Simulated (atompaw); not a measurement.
# What one change does to a pseudopotential (germanium, PAW (atompaw))

Ge (Z = 32), PAW, made with atompaw 4.2.0.5 (PBEsol, scalar-relativistic). Core [Ar] 3d10, reference 4s1.75 4p2.25. Waves: 4s (bound): rc 2.45 bohr; 4s channel at -0.2 Ry: rc 1.40 bohr; 4p (bound): rc 2.45 bohr; 4p channel at 0.05 Ry: rc 2.45 bohr; 4d channel at -0.2 Ry: rc 2.45 bohr. Local part: ultrasoft scheme with l = 3 at 0 Ry, radius 2.35 bohr. Core correction: smooth core density matched at 2.25 bohr. Augmentation charge: besselshape compensation charge, radius 1.90 bohr; PAW radius 2.45 bohr; waves and projectors: custom polynom vanderbiltortho.

Change: core [Ar], valence charge 14; reference 3d10 4s1.75 4p2.25; waves now 4s (bound): rc 2.05 bohr; 4s channel at -0.05 Ry: rc 1.30 bohr; 4p (bound): rc 2.05 bohr; 4p channel at 1.55 Ry: rc 2.05 bohr; 3d (bound): rc 1.25 bohr; 3d channel at 1.45 Ry: rc 1.25 bohr; 4f channel at 0.45 Ry: rc 1.65 bohr; local potential ultrasoft scheme with l = 4 at 0 Ry, radius 1.85 bohr; core correction smooth core density matched at 1.85 bohr; augmentation besselshape compensation charge, radius 1.85 bohr; PAW radius 2.05 bohr; waves and projectors: custom polynom vanderbiltortho.

Cutoffs: the cutoffs (Ry, on a coarse ladder) from which the occupation-weighted sum of valence levels, in a spherical-Bessel basis at the reference potential, stays within 10 and 1 mRy of its value at 400 Ry; they do not see the model core or the augmentation charge, which bear on the density cutoff.

Question: What does the change do?

Answer: The potential gets harder (6 Ry and 8 Ry → 100 Ry and 180 Ry); both files keep a bound ghost (s). The added semicore shells are compact, so their waves need more plane waves. Several settings change at once here, so the effects cannot be laid on one of them.

```csv
quantity,base,changed
"cutoff, loose",6 Ry,100 Ry
"cutoff, tight",8 Ry,180 Ry
bound ghosts,s,s
lowest overlap eigenvalue by channel,"s 0.03, p 0.69, d 1.00","s 0.01, p 0.46, d 0.96, f 1.00"
```

 A true bound ghost makes a file unfit for plane-wave use even where its test errors are small: the radial tests pick states by their node count and pass the ghost by. The cutoffs see the waves, projectors and local potential, not the compensation charge or the core.
